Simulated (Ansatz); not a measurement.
Start from `[SiH3][N]([SiH3])[ZnH]` and change one atom or group to get `[SiH3][N]([SiH3])[Ge][Cl]`.

Ansatz, PBE0-D4/def2-TZVP geometries, multiplicity 1. Each molecule was computed in one conformer, which needn't be the lowest.

Scalar relativity is left out up to krypton.

```csv
property,`[SiH3][N]([SiH3])[ZnH]`
size of the dipole moment (B3LYP/def2-TZVPP) / D,0.97
LUMO energy (PBE/def2-TZVPP) / eV,-1.46
size of the dipole moment (ωB97M-V/def2-TZVPP) / D,0.99
LUMO energy (B3LYP/def2-TZVPP) / eV,-0.83
LUMO energy (ωB97M-V/def2-TZVPP) / eV,0.86
HOMO–LUMO gap (ωB97M-V/def2-TZVPP) / eV,10.56
```

(1) What does the change do to each property? (An estimate is asked.)

## Answers

(1) Ansatz gave: 
| property | `[SiH3][N]([SiH3])[Ge][Cl]` | shift |
| --- | --- | --- |
| size of the dipole moment (B3LYP/def2-TZVPP) / D | 1.75 | 0.78 |
| LUMO energy (PBE/def2-TZVPP) / eV | -3.11 | -1.65 |
| size of the dipole moment (ωB97M-V/def2-TZVPP) / D | 1.75 | 0.76 |
| LUMO energy (B3LYP/def2-TZVPP) / eV | -2.57 | -1.74 |
| LUMO energy (ωB97M-V/def2-TZVPP) / eV | -0.47 | -1.33 |
| HOMO–LUMO gap (ωB97M-V/def2-TZVPP) / eV | 9.39 | -1.17 |

With PBE0 the HOMO falls by 0.29 eV and the LUMO falls by 1.77 eV, so the gap narrows by about 1.48 eV. PBE moves the HOMO by -0.44 eV and ωB97M-V by -0.16 eV. Dipoles are sizes alone; their direction can turn.

Positive LUMOs are unbound, so they and the gaps depend on the basis.

B3LYP here is the variant with VWN-RPA as its local correlation; programs differ in this.
